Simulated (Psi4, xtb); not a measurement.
Interaction energy of N2 ··· H3B (SMILES N#N and B). Monomers: optimised at B3LYP-D3(BJ) (def2-TZVP), held rigid. Orientation: a random orientation, not optimised. Only R, the distance of the centres of mass, is varied, so the lowest point isn't the relaxed dimer.

Geometry at R = 4.20 Å (first 2 atoms: monomer A):
```
6

N      0.5455     0.0000     0.0000
N     -0.5455     0.0000     0.0000
B     -3.1776     1.7979     2.0763
H     -2.9920     2.9087     1.6941
H     -2.6136     0.8885     1.5572
H     -3.9270     1.5964     2.9775
```

Levels: SAPT0/jun-cc-pVDZ, frozen core (Psi4); PBE/def2-TZVP, counterpoise-corrected (Psi4); GFN1-xTB (xtb); CCSD(T)/aug-cc-pVDZ = Psi4 1.11 with DF-CCSD(T)/aug-cc-pVDZ, frozen core, counterpoise-corrected.

Interaction energies in kcal/mol:

```csv
R / Å,SAPT0/jun-cc-pVDZ,PBE/def2-TZVP,GFN1-xTB
3.63,3.53,3.14,0.95
3.84,1.57,1.40,-0.01
4.00,0.79,0.69,-0.26
4.20,0.28,0.23,-0.33
4.36,0.08,0.04,-0.31
4.61,-0.04,-0.07,-0.24
4.87,-0.07,-0.09,-0.17
5.18,-0.07,-0.07,-0.12
5.67,-0.04,-0.03,-0.07
6.41,-0.02,0.00,-0.03
7.37,-0.01,0.00,-0.01
8.70,0.00,0.00,0.00
```

**Question.** Estimate the CCSD(T)/aug-cc-pVDZ values at these points.

**Answer.** 3.63: 3.69; 3.84: 1.59; 4.00: 0.76; 4.20: 0.23; 4.36: 0.02; 4.61: -0.10; 4.87: -0.12; 5.18: -0.10; 5.67: -0.06; 6.41: -0.02; 7.37: -0.01; 8.70: 0.00 (kcal/mol).
